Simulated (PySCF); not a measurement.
Below is a simulated gas-phase C 1s photoelectron spectrum of vinyldifluoroborane (`C=CB(F)F`).

Every computed line was given a Gaussian of 0.8 eV full width at half maximum and an area set by the number of equivalent atoms; the highest printed point is 100. Theory: PySCF 2.14.0, delta-SCF UKS SCAN, pcX-2 on the ionised atom, pcseg-1 elsewhere, spin-free X2C.

binding energy (eV), intensity and a bar:
```
    289.7          0 
    289.8          0 
    289.9          1 
    290.0          2 #
    290.1          5 #
    290.2          9 ###
    290.3         15 #####
    290.4         25 #######
    290.5         37 ###########
    290.6         51 ###############
    290.7         66 ####################
    290.8         79 ########################
    290.9         90 ###########################
    291.0         98 #############################
    291.1        100 ##############################
    291.2         98 #############################
    291.3         91 ###########################
    291.4         80 ########################
    291.5         66 ####################
    291.6         51 ###############
    291.7         37 ###########
    291.8         25 ########
    291.9         16 #####
    292.0          9 ###
    292.1          5 #
    292.2          2 #
    292.3          1 
    292.4          0 
    292.5          0
```

**Question.** Count the maxima, the lines and the sites behind this envelope.

**Answer.** The curve has 1 maximum (at 291.1 eV). Under it lie 2 lines from 2 inequivalent carbon sites. At this width some lines have no maximum of their own.

**Question.** Decompose the envelope and assign each component. Numbering: `[CH2:1]=[CH:2][B:3]([F:4])[F:5]`.

**Answer.** 
```
position (eV)  relative area  line  atoms           environment
       290.88              1  C 1s     C2      alkene CH carbon
       291.33              1  C 1s     C1  terminal =CH2 carbon
```

**Question.** Above which line width would these two lines show one maximum?

**Answer.** Two equal Gaussians merge once their distance is under 2σ = FWHM/1.177. With 0.45 eV between them that is a full width over 0.53 eV.

Lowest listed C 1s: C2, bonded to C (double bond), H and B. Highest, 0.45 eV above it: C1, bonded to C (double bond) and 2 H.

The curve has no shake-up lines and no vibrational structure. Isolated species at its PBE0-D3(BJ)/def2-SVP geometry, gas phase.

Conformer computed: `[CH2:1]=[CH:2][B:3]([F:4])[F:5]`: C1–C2–B3–F4 180°.
